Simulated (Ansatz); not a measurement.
This geometry of AlF3H2 (6 atoms, charge 0, multiplicity 1) is a first-order saddle point.

The calculation used RKS PBE-D4/cc-pVDZ (Ansatz).

```xyz
6
Properties=species:S:1:pos:R:3
Al 0.012 -0.150 0.019
H 0.020 0.070 1.695
F 1.481 0.160 -0.765
F -1.477 0.106 -0.745
F 0.050 -1.923 0.817
H 0.041 -1.162 1.592
```

Q: Which two structures does it join? (They come from a converged band through this point; their orientation in space is the band's.)

A: Bonds broken: Al1–H2, F5–H6. Bonds formed: H2–H6. AlF3H2 becomes AlF3 + H2.

Initial state:

```xyz
6
Properties=species:S:1:pos:R:3
Al 0.009 0.082 0.104
H 0.009 0.637 1.600
F 1.464 0.083 -0.780
F -1.458 0.026 -0.760
F 0.051 -1.891 0.750
H 0.052 -1.836 1.698
```

Final state:

```xyz
6
Properties=species:S:1:pos:R:3
Al 0.019 -0.606 -0.223
H 0.017 0.183 1.835
F 1.461 0.214 -0.553
F -1.456 0.158 -0.535
F 0.054 -2.262 0.131
H 0.033 -0.587 1.957
```

Q: How far does it lie above each of them?

A: 0.090 eV above the first and 0.986 eV above the second. This is the barrier of this one path; another mechanism may lie lower. The orbitals stay closed-shell, which can raise the energy where a bond breaks towards radicals; this wasn't checked here.

Run time: 6.8 min on 1 thread of Arm Neoverse V1 (shared host), peak memory 0.12 GiB.
